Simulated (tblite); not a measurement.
Species: C₆H₉NO.
Bonds: N1–C2 (triple), C2–C3, C3–C4, C4–C5, C5–O6, O6–C7, C7–C8, C3–C8. Hydrogens: H9 on C3; H10, H11 on C4; H12, H13 on C5; H14, H15 on C7; H16, H17 on C8.

Computed with GFN2-xTB (tblite), gas phase: Langevin dynamics at 600 K from the optimised GFN2-xTB geometry, time step 0.5 fs, friction 0.01 fs⁻¹, 2000 steps.

Start geometry:
```
atom  x, y, z in Å
N1     -1.119   -1.744    2.040
C2     -0.907   -1.369    0.981
C3     -0.638   -0.893   -0.357
C4      0.876   -0.894   -0.625
C5      1.550    0.173    0.241
O6      1.010    1.453    0.012
C7     -0.361    1.502    0.331
C8     -1.180    0.536   -0.529
H9     -1.144   -1.571   -1.056
H10     1.306   -1.872   -0.404
H11     1.047   -0.663   -1.678
H12     1.443   -0.097    1.304
H13     2.613    0.249    0.000
H14    -0.672    2.534    0.153
H15    -0.510    1.262    1.396
H16    -1.089    0.822   -1.579
H17    -2.231    0.586   -0.239
```

The statistics below take the 31 frames saved every 25 fs from 250 to 1000 fs; their kinetic temperature (all 3N coordinates) averages 625 K.

Problem. How do the bond lengths spread?

Solution. 
```json
{"bond": "N1≡C2", "start (Å)": "1.143", "mean (Å)": "1.145", "standard deviation (Å)": "0.021", "shortest (Å)": "1.103", "longest (Å)": "1.201"}
{"bond": "C2–C3", "start (Å)": "1.445", "mean (Å)": "1.443", "standard deviation (Å)": "0.040", "shortest (Å)": "1.351", "longest (Å)": "1.532"}
{"bond": "C3–C4", "start (Å)": "1.537", "mean (Å)": "1.557", "standard deviation (Å)": "0.047", "shortest (Å)": "1.463", "longest (Å)": "1.670"}
{"bond": "C4–C5", "start (Å)": "1.531", "mean (Å)": "1.535", "standard deviation (Å)": "0.050", "shortest (Å)": "1.440", "longest (Å)": "1.634"}
{"bond": "C5–O6", "start (Å)": "1.408", "mean (Å)": "1.416", "standard deviation (Å)": "0.039", "shortest (Å)": "1.350", "longest (Å)": "1.490"}
{"bond": "O6–C7", "start (Å)": "1.408", "mean (Å)": "1.419", "standard deviation (Å)": "0.043", "shortest (Å)": "1.322", "longest (Å)": "1.514"}
{"bond": "C7–C8", "start (Å)": "1.531", "mean (Å)": "1.536", "standard deviation (Å)": "0.049", "shortest (Å)": "1.469", "longest (Å)": "1.674"}
{"bond": "C3–C8", "start (Å)": "1.537", "mean (Å)": "1.552", "standard deviation (Å)": "0.054", "shortest (Å)": "1.422", "longest (Å)": "1.667"}
{"bond": "C3–H9", "start (Å)": "1.097", "mean (Å)": "1.107", "standard deviation (Å)": "0.054", "shortest (Å)": "1.010", "longest (Å)": "1.213"}
{"bond": "C4–H10", "start (Å)": "1.091", "mean (Å)": "1.118", "standard deviation (Å)": "0.068", "shortest (Å)": "0.986", "longest (Å)": "1.252"}
{"bond": "C4–H11", "start (Å)": "1.092", "mean (Å)": "1.096", "standard deviation (Å)": "0.037", "shortest (Å)": "1.030", "longest (Å)": "1.180"}
{"bond": "C5–H12", "start (Å)": "1.102", "mean (Å)": "1.104", "standard deviation (Å)": "0.032", "shortest (Å)": "1.044", "longest (Å)": "1.171"}
{"bond": "C5–H13", "start (Å)": "1.092", "mean (Å)": "1.108", "standard deviation (Å)": "0.044", "shortest (Å)": "1.031", "longest (Å)": "1.195"}
{"bond": "C7–H14", "start (Å)": "1.092", "mean (Å)": "1.100", "standard deviation (Å)": "0.043", "shortest (Å)": "1.026", "longest (Å)": "1.177"}
{"bond": "C7–H15", "start (Å)": "1.102", "mean (Å)": "1.093", "standard deviation (Å)": "0.036", "shortest (Å)": "1.027", "longest (Å)": "1.191"}
{"bond": "C8–H16", "start (Å)": "1.092", "mean (Å)": "1.101", "standard deviation (Å)": "0.044", "shortest (Å)": "1.007", "longest (Å)": "1.171"}
{"bond": "C8–H17", "start (Å)": "1.091", "mean (Å)": "1.102", "standard deviation (Å)": "0.062", "shortest (Å)": "0.981", "longest (Å)": "1.219"}
```

Problem. How far does each atom move about its mean position (frames aligned on the start, all atoms weighted alike), and what rms force does it feel?

Solution. 
```tsv
atom	rms displacement (Å)	rms force (eV/Å)
N1	0.30	2.69
C2	0.17	3.16
C3	0.09	2.66
C4	0.11	3.14
C5	0.10	2.29
O6	0.18	2.30
C7	0.11	2.57
C8	0.10	3.17
H9	0.18	1.68
H10	0.24	2.04
H11	0.20	1.33
H12	0.26	1.22
H13	0.25	1.48
H14	0.22	1.39
H15	0.23	1.27
H16	0.21	1.50
H17	0.22	2.06
```

The displacements run from 0.09 to 0.30 Å, the largest at N1.

Problem. How widely does the potential energy scatter, against a harmonic estimate?

Solution. Mean 1.28 eV above the start, standard deviation 0.211 eV, range 0.87 to 1.74 eV. For 45 classical harmonic modes at 600 K the canonical values are 45kT/2 = 1.16 eV and kT·√(45/2) = 0.245 eV.

The run is classical and short, so these are rough statistics of one trajectory.

The cost below is that of the whole dynamics run. On one thread of an Intel Xeon 6975P-C, shared host with 192 logical CPUs at a one-minute load of 35, this took 8.7 s and 0.18 GiB of memory at its peak.
